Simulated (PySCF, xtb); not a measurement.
Al(H)(Me)(PH2) (CH6AlP), SMILES [CH3][AlH][PH2]. One conformer was computed; it need not be the lowest.

Harmonic wavenumbers (cm⁻¹) from xtb with GFN2-xTB at its own minimum, in rising order: 14, 36, 106, 321, 358, 415, 446, 521, 594, 613, 668, 1123, 1298, 1442, 1448, 1744, 2158, 2218, 2899, 2912, 2926.

Task: What does PySCF with B3LYP-D3(BJ)/def2-SVP give at its own minimum? (The exact figures need the calculation; the answer reports its results.)

Result: 44, 125, 152, 362, 396, 486, 500, 619, 660, 691, 765, 1090, 1215, 1423, 1427, 1912, 2371, 2387, 3011, 3086, 3117. Paired by order, the mean absolute difference is 90 cm⁻¹ and the zero-point energies are 34.7 and 36.9 kcal/mol.
